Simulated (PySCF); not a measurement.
Te(Cl)(OH) (ClHOTe), SMILES O[Te]Cl. Coordinates come from a B3LYP-D3(BJ)/def2-TZVP optimisation. The def2 effective core potentials stand for the cores of Te; spin–orbit coupling is left out. One conformer was computed; it need not be the lowest.

Computed equilibrium geometry at B3LYP-D3(BJ)/def2-TZVP (PySCF confirms it by a frequency run) as a Z-matrix (one conformer of several):
```
Te
O 1 1.9600
H 2 0.9657 1 109.30
Cl 1 2.3628 2 99.15 3 -83.43
```
Charge 0, spin multiplicity 1.
